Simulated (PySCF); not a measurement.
Metal series MCl4-, each in one or more spin states. Isolated molecules, 0 K electronic values unless said otherwise. Multiplicities are imposed; where one is given, others were not computed.

The charge on the central atom (Mulliken) from two functionals at the same geometries (TPSS-D3(BJ)/def2-SVP), both in PySCF: PBE-D3(BJ)/def2-TZVP and TPSS-D3(BJ)/def2-TZVP. 

```tsv
species	TPSS-D3(BJ)/def2-TZVP (e)
M = Co, multiplicity 3 ([Co(Cl)4]- (excited triplet))	0.58
M = Co, multiplicity 5	0.67
M = Ni, multiplicity 2 ([Ni(Cl)4]- (excited doublet))	0.47
M = Ni, multiplicity 4	0.59
```

What does PBE-D3(BJ)/def2-TZVP give for each?


- M = Co, multiplicity 3 ([Co(Cl)4]- (excited triplet)): 0.51
- M = Co, multiplicity 5: 0.61
- M = Ni, multiplicity 2 ([Ni(Cl)4]- (excited doublet)): 0.42
- M = Ni, multiplicity 4: 0.54
Over these rows, drawn at random from the members with no instability flagged (it was tested for open shells, ions and some series alone), PBE minus TPSS-D3(BJ): mean -0.06 e, from -0.06 e to -0.05 e.
